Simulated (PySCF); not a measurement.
Structure with atom numbers: `[CH2:1]=[CH:2][C:3]#[C:4][B:5]([C:6]#[N:7])[NH:8][CH3:9]`; H(Xn) means a hydrogen on atom n. Ha(C1) is cis to C3; Hb(C1) is trans to C3.

Geometry: PBE0-D3(BJ)/def2-SVP; GIAO shifts from PySCF 2.14.0 with density-fitted response routines, gas phase, non-relativistic, averaged over equivalent atoms.

At B97-2/pcSseg-1 (188 basis functions, 41 s wall time on 1 thread of an Arm Neoverse N1, shared host):
```csv
atoms,δ (ppm)
C1,139.0
C6,125.6
C2,122.7
C3,112.7
C4,97.4
C9,34.2
B5,15.8
N7,339.8
N8,135.0
H(C2),6.14
Ha(C1),6.11
Hb(C1),5.98
H(N8),4.32
H(C9),3.08
```

References, each an isolated molecule treated in the same way: ¹³C (183.69 ppm), ¹H (31.38 ppm) vs TMS; BF3·OEt2 for ¹¹B (101.82 ppm); ¹⁵N (262.91 ppm) against NH3.

Predict the values at PBE0/pcSseg-1 on the same geometry.

Results:


| atoms | δ at PBE0/pcSseg-1 | change |
| --- | --- | --- |
| C1 | 142.7 | +3.7 |
| C6 | 128.6 | +3.0 |
| C2 | 125.9 | +3.2 |
| C3 | 115.9 | +3.2 |
| C4 | 100.4 | +3.0 |
| C9 | 34.0 | -0.2 |
| B5 | 16.3 | +0.5 |
| N7 | 350.4 | +10.6 |
| N8 | 140.0 | +5.0 |
| H(C2) | 6.20 | +0.06 |
| Ha(C1) | 6.18 | +0.07 |
| Hb(C1) | 6.06 | +0.08 |
| H(N8) | 4.40 | +0.08 |
| H(C9) | 3.09 | +0.01 |

Referencing at the same level of theory: TMS for ¹³C (σ = 184.41 ppm), ¹H (σ = 31.27 ppm); BF3·OEt2 for ¹¹B (σ = 100.73 ppm); NH3 for ¹⁵N (σ = 265.67 ppm).

The largest change is at N7 (nitrile nitrogen). Cost: 188 basis functions, 48 s wall time on 1 thread of an Arm Neoverse N1, shared host. The order of the carbon signals is the same at both levels.

A carbon bonded to boron is broadened by the quadrupolar boron nucleus and is often missing from a measured spectrum. Experimental scales use liquid or dissolved standards, which lie at an offset from isolated NH3 (liquid NH3: subtract about 20 ppm). Unscaled 15N shifts of sp2 nitrogen come out 20 to 40 ppm too high even then.
